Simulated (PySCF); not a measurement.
**Spinor energies of P⁺ (phosphorus, charge +1)**

Start: [Ne] 3s1 3p3; 3s1/2 filled at m_j = +1/2; 3p3/2 filled at m_j = -1/2, +1/2, +3/2. Calculated with PySCF 2.14 in x2c-TZVPall-2c with one added diffuse shell each of s, p type (6s7p2d1f, 44 functions): generalised Hartree-Fock with the X2C-1e Hamiltonian and a Gaussian nucleus; one run each with spin-orbit coupling (SO) switched off, then screened by Boettger's factors. This is a chosen level, not necessarily the ground level.

```csv
spinor shell,electrons,"ε, spin-free (eV)","ε, screened SO (eV)",weight of nominal j (screened SO),"rms radius, screened SO (bohr)"
1s1/2,2,-2193.6,-2193.6,1.000,0.120
2s1/2,2,-216.74,-216.73,1.000,0.561
2p1/2,2,-158.57,-159.77,0.723,0.538
3s1/2,1,-34.343,-34.343,1.000,1.94
3p3/2,3,-21.222,-21.222,0.664,2.24
```

(1) Where does 2p3/2 lie, and what is the 2p spin-orbit splitting (screened SO)?

| quantity | spin-free | screened SO |
| --- | --- | --- |
| E (hartree) | -341.01631 | -341.01675 |
| M_J | 2 | 2 |
| ⟨J²⟩ | 6.000 | 6.000 |
| ⟨L²⟩ | 0.000 | 0.000 |
| ⟨S²⟩ | 6.000 | 6.000 |

Each row is a mean over spinors that exchange with the open shell spreads, by up to 1.828 eV (2p3/2).

Rows whose weight is well below 1 are mixtures of j = l ± 1/2: exchange outweighs spin-orbit coupling there, and the label is only the starting occupation.

Without spin-orbit coupling the j labels of p, d and f shells carry no meaning; the spin-free column gives the mean over the occupied spinors of each nl shell.

Answers

(1) At -157.98 eV, 1.786 eV above 2p1/2.
